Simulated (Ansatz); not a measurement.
Geometry optimisation, Ansatz, RKS B3LYP-D4/def2-SVP.

input.yaml

```yaml
crystal:
  periodic: [false, false, false]
  atoms:
    - { symbol: Cl, position_ang: [-0.7976, -0.1136, 2.0914] }
    - { symbol: C, position_ang: [0.5924, -0.4065, 1.094] }
    - { symbol: Si, position_ang: [0.0537, -0.7808, -0.6752] }
    - { symbol: Sb, position_ang: [-0.8747, 1.2709, -1.7188] }
    - { symbol: H, position_ang: [1.2667, 0.4743, 1.0847] }
    - { symbol: H, position_ang: [1.1341, -1.2609, 1.516] }
    - { symbol: H, position_ang: [1.3027, -1.1658, -1.4307] }
    - { symbol: H, position_ang: [-0.8418, -1.8731, -0.6747] }
    - { symbol: H, position_ang: [-2.0325, 1.5028, -0.3079] }
    - { symbol: H, position_ang: [0.2802, 2.3016, -0.9758] }
basis:
  gaussian: { orbitals: def2-SVP }
hamiltonian:
  xc: b3lyp
  dispersion: d4
relax:
  f_tol: 0.015
  max_steps: 40
```

Command:

```bash
$ ansatz run input.yaml --threads 2 --pin off --max-ram 3072MiB --backend cpu --events-out ev --progress --plain --runs-dir out
```

**Question.** Where does it end, and by what steps?

**Answer.** The forces met the threshold. The force dipped under the threshold on the way, but the program's further checks kept it going. After 9 steps the energy has fallen by 0.316 eV; H10 moved furthest, 0.24 Å.

| step | energy less start (eV) | largest force component (eV/Å) | accepted |
| --- | --- | --- | --- |
| 0 | 0.0000 | 1.877 | yes |
| 1 | -0.1541 | 1.617 | yes |
| 2 | -0.2049 | 0.775 | yes |
| 3 | -0.3087 | 0.147 | yes |
| 4 | -0.3146 | 0.025 | yes |
| 5 | -0.3155 | 0.009 | yes |
| 6 | -0.3158 | 0.014 | yes |
| 7 | -0.3158 | 0.017 | yes |
| 8 | -0.3159 | 0.017 | yes |
| 9 | -0.3160 | 0.012 | yes |

```xyz
10
Properties=species:S:1:pos:R:3
Cl -0.829 -0.124 2.181
C 0.614 -0.454 1.140
Si 0.101 -0.752 -0.670
Sb -1.051 1.311 -1.754
H 1.293 0.407 1.230
H 1.122 -1.337 1.556
H 1.338 -1.085 -1.445
H -0.820 -1.924 -0.721
H -1.929 1.590 -0.301
H 0.244 2.316 -1.213
```

Whether the end is a true minimum wasn't checked by a vibrational analysis.

Time of the run: 48 s on 2 threads of Intel(R) Xeon(R) Platinum 8488C (Sapphire Rapids), with other jobs on the host, peak memory 0.27 GiB.
